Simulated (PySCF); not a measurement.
sulfur difluoride (F2S), SMILES FSF. Geometry: r2SCAN-D4/def2-TZVP.

TDA-M06-2X/def2-TZVPD run with PySCF puts the lowest singlet excitations at 3.25, 4.90, 6.81, 7.66, 7.72, 7.82 eV.

### Question
What are the lowest excitation roots from ADC(2)/aug-cc-pVDZ run with PySCF? (Estimate from the structure and the level; the computed values follow.)

### Answer
3.62, 5.02, 7.10, 8.14, 8.47, 8.58 eV. S1 differs by 0.38 eV (second minus first; roots are paired by order, and the bases may differ).
